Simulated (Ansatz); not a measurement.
Molecule: C5H12Si (charge 0, singlet). 
Structure (B3LYP-D3(BJ)/def2-TZVP (Ansatz, a program for electronic structure) minimum search):
```
Si
H 1 1.4877
C 1 1.8768 2 108.89
H 3 1.0920 1 111.28 2 57.94
H 3 1.0923 4 107.77 1 122.14
H 3 1.0925 4 107.95 5 116.26
C 1 1.8959 2 112.15 3 127.01
H 7 1.0911 1 114.24 2 -106.56
H 7 1.0934 8 106.97 1 -121.75
C 7 1.5446 8 112.35 9 -120.80
H 10 1.0926 7 112.00 8 75.74
H 10 1.0952 11 106.67 7 119.67
C 10 1.5366 11 111.32 12 118.58
H 13 1.0927 10 111.32 11 -62.56
H 13 1.0948 14 106.72 10 -118.56
C 13 1.5444 14 112.01 15 -119.63
H 16 1.0904 13 112.37 14 76.39
H 16 1.0945 17 106.92 13 120.78
```

Computed values are from Ansatz. Correlated levels leave the core frozen unless marked. UHF or UKS for open shells. No spin-orbit coupling. Non-relativistic. CBS marks a two-point X^-3 extrapolation of the correlation energy; Hartree-Fock from the larger set.

**Question.** What is the dipole moment at CCSD(T)/aug-cc-pV(D+d)Z?

**Answer.** 0.50 D.

**Question.** What is the total energy at CCSD(T)/CBS(cc-pV(T+d)Z,cc-pV(Q+d)Z)?

**Answer.** -486.5792 Eh.

**Question.** What is the atomisation energy De at CCSD(T)/CBS(cc-pV(T+d)Z,cc-pV(Q+d)Z)?

**Answer.** 7069.9 kJ/mol.

**Question.** What is the T1 diagnostic at CCSD/cc-pV(Q+d)Z?

**Answer.** 0.010.
